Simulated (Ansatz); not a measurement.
H4MoN2O2, SMILES `[NH2][Mo]([NH2])(=[O])=[O]`, relaxed with RKS PBE0-D4/def2-TZVP in the Gaussian-basis code of Ansatz from a GFN2-xTB geometry. The force threshold is 0.005 eV/Å; the program also tests the step.

Charge 0, multiplicity 1. Mo: def2 effective core potential.

Start:

```xyz
9

N     0.148    0.754    1.393
Mo    0.547   -0.454   -0.029
N    -0.802   -0.212   -1.357
O     1.947    0.069   -0.701
O     0.336   -1.961    0.577
H     0.546    1.686    1.509
H    -0.355    0.519    2.248
H    -0.719    0.372   -2.189
H    -1.650   -0.772   -1.451
```

```json
{"step": "1", "energy (eV)": "-8994.0049", "largest force (eV/Å)": "4.168", "largest move (Å)": "0.000"}
{"step": "2", "energy (eV)": "-8994.3118", "largest force (eV/Å)": "0.296", "largest move (Å)": "0.073"}
{"step": "3", "energy (eV)": "-8994.3314", "largest force (eV/Å)": "0.269", "largest move (Å)": "0.048"}
{"step": "4", "energy (eV)": "-8994.3337", "largest force (eV/Å)": "0.097", "largest move (Å)": "0.006"}
{"step": "5", "energy (eV)": "-8994.3340", "largest force (eV/Å)": "0.009", "largest move (Å)": "0.006"}
{"step": "6", "energy (eV)": "-8994.3340", "largest force (eV/Å)": "0.005", "largest move (Å)": "0.002"}
```

End:

```xyz
9

N     0.152    0.789    1.448
Mo    0.495   -0.410   -0.027
N    -0.839   -0.220   -1.411
O     1.987    0.000   -0.689
O     0.410   -1.985    0.559
H     0.564    1.705    1.535
H    -0.366    0.531    2.274
H    -0.735    0.381   -2.214
H    -1.668   -0.791   -1.475
```

Hardware: 4 threads of an Intel Xeon Platinum 8488C on a shared host. Wall time 14 s, peak host memory 0.47 GiB.
